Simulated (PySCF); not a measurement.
**Potential energy of TeH⁺ along the bond**

Set-up: PySCF, scalar-relativistic core potentials, basis sets Te aug-cc-pVDZ-PP with ECP28, H aug-cc-pVDZ. Energies in eV from Te⁺ + H in their ground configurations at the same level. State: ³Σ⁻ (triplet), unpaired electrons π ↑↑.

All columns are PBE0. A positive dipole points towards H; it is taken about the centre of mass and depends on that origin.

```
R (Å)  E (eV)  μ (D)  Mulliken charge on Te (basis-dependent)  HOMO (eV)  LUMO (eV)  Mayer bond order  ⟨S²⟩
1.444  -2.104   0.75                                     0.87     -15.59     -11.38              0.83  2.00
1.511  -2.454   0.75                                     0.93     -15.55     -11.35              0.87  2.00
1.578  -2.654   0.75                                     0.97     -15.52     -11.32              0.90  2.01
1.629  -2.727   0.76                                     0.99     -15.50     -11.30              0.92  2.01
1.679  -2.749   0.77                                     1.00     -15.48     -11.28              0.93  2.01
1.729  -2.729   0.79                                     1.01     -15.46     -11.25              0.94  2.01
1.796  -2.651   0.82                                     1.01     -15.44     -11.23              0.95  2.01
1.881  -2.494   0.88                                     1.00     -15.41     -11.19              0.96  2.01
1.981  -2.249   0.96                                     0.98     -15.38     -11.15              0.96  2.02
2.115  -1.873   1.11                                     0.95     -15.34     -11.09              0.93  2.04
```

A fit through these points gives, at Re = 1.678 Å, μ = 0.77 D and dμ/dR = 0.311 D/Å; the reduced mass is 1.0 u.

**Question.** How strong is the fundamental in the double-harmonic approximation, I = 42.26·(dμ/dR)²/μred km/mol?

**Answer.** I = 42.26·(0.311)²/1.0 = 4.09 km/mol at PBE0.

These are scalar-relativistic numbers at best; spin–orbit coupling would shift them, the dissociation energy most. For an ion De counts to the pair picked by the measured ionisation energies or electron affinities, which need not be the lowest pair at this level. The state is the lowest determinant that a PBE0 search found; another state may lie lower at other levels.
